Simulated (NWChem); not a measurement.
SnHF, singlet; SMILES [F][SnH]

```xyz
3

Sn     0.0333     0.2916     0.0000
H     -1.7550     0.4383     0.0000
F      0.0100    -1.6685     0.0000
```
Atoms are numbered in this order, from 1.

Low-valent species are run as closed-shell singlets; no triplet was tried in these runs. The geometry was optimised at PBE0/def2-SVP. def2 effective core potentials on Sn; no spin-orbit coupling.

Symmetry labels are those of Cs in the frame above (b1 and b2, or b-type labels, depend on it).

**Question.** List the 4 lowest vertical singlet excitations from PBE/def2-SVP with def2 effective core potentials on Sn, full TDDFT (NWChem).

**Answer.** 
| state | energy (eV) | oscillator strength | symmetry | leading excitation (squared amplitude) |
|---|---|---|---|---|
| S1 | 2.66 | 0.014 | a" | HOMO → LUMO (0.99) |
| S2 | 4.75 | 0.012 | a" | HOMO−1 → LUMO (0.96) |
| S3 | 4.98 | 0.026 | a' | HOMO → LUMO+1 (0.91) |
| S4 | 5.30 | 0.022 | a" | HOMO−3 → LUMO (0.96) |
